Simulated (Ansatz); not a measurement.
Start from `B[SiH](Cl)O[SiH3]` and change one atom or group to get `B[SiH](Cl)BN`.

Ansatz, PBE0-D4/def2-TZVP geometries, multiplicity 1. Each molecule was computed in one conformer, which needn't be the lowest.

| property | `B[SiH](Cl)O[SiH3]` |
| --- | --- |
| HOMO energy (PBE/def2-TZVPP) / eV | -6.89 |
| HOMO–LUMO gap (PBE0/def2-TZVPP) / eV | 5.51 |
| HOMO energy (PBE0/def2-TZVPP) / eV | -8.16 |
| LUMO energy (ωB97M-V/def2-TZVPP) / eV | -0.67 |
| HOMO energy (ωB97M-V/def2-TZVPP) / eV | -10.32 |
| LUMO energy (B3LYP/def2-TZVPP) / eV | -2.84 |

Problem. What does the change do to each property? (Estimate.)

Solution. The calculation gave: 
```
                             property  `B[SiH](Cl)BN`  shift
    HOMO energy (PBE/def2-TZVPP) / eV           -6.41   0.48
 HOMO–LUMO gap (PBE0/def2-TZVPP) / eV            5.13  -0.38
   HOMO energy (PBE0/def2-TZVPP) / eV           -7.59   0.57
LUMO energy (ωB97M-V/def2-TZVPP) / eV           -0.52   0.15
HOMO energy (ωB97M-V/def2-TZVPP) / eV           -9.69   0.63
  LUMO energy (B3LYP/def2-TZVPP) / eV           -2.65   0.19
```

With PBE0 the HOMO rises by 0.57 eV and the LUMO rises by 0.19 eV, so the gap narrows by about 0.38 eV. PBE moves the HOMO by 0.48 eV and ωB97M-V by 0.63 eV.

B3LYP here is the variant with VWN-RPA as its local correlation; programs differ in this.
